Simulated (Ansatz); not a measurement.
`CO[Si](F)(Cl)SC` + CH₃NH₂ → `CN[Si](F)(Cl)OC` + CH₃SH  (ligand exchange at the Si–S bond)

Isolated molecules relaxed with PBE0-D4/def2-TZVP in Ansatz; ΔE leaves out vibrations. CBS: MP2 limit from def2 TZ/QZ plus the TZ coupled-cluster correction, frozen cores. This one scheme is used for every species. Functionals use def2-TZVPP. B3LYP here is the variant with VWN-RPA as its local correlation; programs differ in this. One conformer a species, not always the lowest.

`CO[Si](F)(Cl)SC`:

Z-matrix (Å, degrees):
```
C
O 1 1.417
H 1 1.094 2 111.3
H 1 1.093 2 110.7 3 121.5
H 1 1.090 2 107.6 3 -119.4
Si 2 1.611 1 126.2 3 -53.4
Cl 6 2.031 2 107.6 1 -174.1
F 6 1.592 2 111.1 1 -58.8
S 6 2.098 2 110.2 1 62.1
C 9 1.819 6 99.4 2 -173.0
H 10 1.089 9 110.7 6 -62.7
H 10 1.089 9 106.3 6 178.9
H 10 1.088 9 110.9 6 60.2
```

CH₃NH₂:

Z-matrix (Å, degrees):
```
C
N 1 1.453
H 1 1.092 2 109.4
H 1 1.100 2 115.4 3 -121.6
H 1 1.092 2 109.4 3 116.8
H 2 1.012 1 110.6 3 62.6
H 2 1.012 1 110.6 3 -179.3
```

`CN[Si](F)(Cl)OC`:

Cartesian coordinates in Å:
```
C -1.106 -1.430 -0.735
N -1.147 0.003 -0.516
Si -0.515 0.765 0.850
F -0.790 2.315 0.639
Cl -1.375 0.235 2.618
O 1.055 0.444 1.055
C 2.046 0.629 0.062
H -0.996 -1.657 -1.799
H -1.998 -1.945 -0.361
H -0.242 -1.854 -0.220
H -1.883 0.477 -1.014
H 2.884 -0.029 0.295
H 1.667 0.384 -0.935
H 2.398 1.664 0.063
```

CH₃SH:

```xyz
6

C     0.254   -0.304    0.291
S    -1.001    0.940   -0.082
H     0.065   -1.234   -0.244
H     0.181   -0.498    1.361
H     1.256    0.061    0.071
H    -0.756    1.035   -1.397
```

| level | ΔE (kJ/mol) | difference from CCSD(T)/CBS |
| --- | --- | --- |
| PBE0-D4 | -8.3 | 5.3 |
| B3LYP-D4 | -13.8 | -0.2 |
| PBE | -5.0 | 8.6 |
| B3LYP | -16.5 | -2.9 |
| HF/def2-TZVPP | -26.9 | -13.3 |
| MP2/def2-TZVPP | -13.6 | 0.0 |
| CCSD/def2-TZVPP | -20.6 | -7.0 |
| HF/CBS(def2) | -27.8 | -14.2 |
| MP2/CBS(def2) | -9.7 | 3.9 |
| CCSD/CBS(def2) | -16.7 | -3.1 |
| CCSD(T)/CBS | -13.6 | 0 |

Largest T1 diagnostic among the species: 0.011.

In def2-TZVPP, CCSD(T) changes the Hartree–Fock value by +9.4 kJ/mol (the triples alone add +3.1 kJ/mol) and MP2 by +13.2 kJ/mol. From PBE to PBE0 (25 % exact exchange), in def2-TZVPP and without D4, ΔE moves by −4.5 kJ/mol.
